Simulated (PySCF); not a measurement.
Compound: C6H17P2 (charge +1).
SMILES with atom numbers: `[CH3:1][CH2:2][CH2:3][CH2:4][P+:5]([CH3:6])([CH3:7])[PH2:8]` (hydrogens: H9, H10, H11 on C1; H12, H13 on C2; H14, H15 on C3; H16, H17 on C4; H18, H19, H20 on C6; H21, H22, H23 on C7; H24, H25 on P8)

Computed, not measured: PBE0-D3(BJ)/def2-SVP geometry optimisation, gas phase (PySCF).

Some entries are withheld. Bonds in one row agree within 0.01 Å.

```json
{"coordinate": "C1–C2", "value": "?"}
{"coordinate": "C2–C3", "value": "?"}
{"coordinate": "C3–C4", "value": "?"}
{"coordinate": "C4–P5", "value": "1.811 Å"}
{"coordinate": "P5–C6, P5–C7", "value": "1.804 Å"}
{"coordinate": "P5–P8", "value": "?"}
{"coordinate": "C1–H9, C1–H10, C1–H11", "value": "1.101 Å"}
{"coordinate": "C2–H12, C2–H13", "value": "1.103 Å"}
{"coordinate": "C3–H14, C3–H15", "value": "1.104 Å"}
{"coordinate": "C4–H16, C4–H17", "value": "1.104 Å"}
{"coordinate": "C6–H18 and 5 like bonds", "value": "1.100 Å"}
{"coordinate": "P8–H24, P8–H25", "value": "1.428 Å"}
{"coordinate": "C1–C2–C3", "value": "114.5°"}
{"coordinate": "C2–C3–C4", "value": "112.7°"}
{"coordinate": "C3–C4–P5", "value": "?"}
{"coordinate": "C4–P5–C6", "value": "?"}
{"coordinate": "C4–P5–P8", "value": "?"}
{"coordinate": "C6–P5–C7", "value": "109.0°"}
{"coordinate": "C6–P5–P8", "value": "113.5°"}
{"coordinate": "C7–P5–P8", "value": "107.1°"}
```

Problem. Estimate the withheld lengths and angles.

Solution. 
- C1–C2 = 1.520 Å, drawn single (methyl carbon to chain CH2 carbon); equal to the sum of covalent radii, 1.52 Å.
- C2–C3 = 1.528 Å, drawn single (both ends chain CH2 carbon); 0.01 Å above the sum of covalent radii, 1.52 Å.
- C3–C4 = 1.528 Å, drawn single (chain CH2 carbon to sp3 carbon bound to phosphorus); 0.01 Å above the sum of covalent radii, 1.52 Å.
- P5–P8 = 2.197 Å, drawn single (ends: phosphorus bonded to 3 C and P; three-coordinate phosphorus); 0.06 Å above the sum of covalent radii, 2.14 Å.
- C3–C4–P5 = 114.7°, at the sp3 carbon bound to phosphorus; the outer atoms are 2.815 Å apart.
- C4–P5–C6 = 110.0°, at the phosphorus bonded to 3 C and P; the outer atoms are 2.962 Å apart.
- C4–P5–P8 = 108.0°, at the phosphorus bonded to 3 C and P; the outer atoms are 3.250 Å apart.

Radii are Cordero's, carbon taken as 0.76, 0.73 or 0.69 Å for four, three, and two or fewer neighbours.

PBE0-D3(BJ)/def2-SVP frequencies: not computed here. Torsions: C1–C2–C3–C4 -64°, C2–C3–C4–P5 177°, C3–C4–P5–C6 -66°, C4–P5–P8–H -80° and -175°.

One conformer stands for the species.
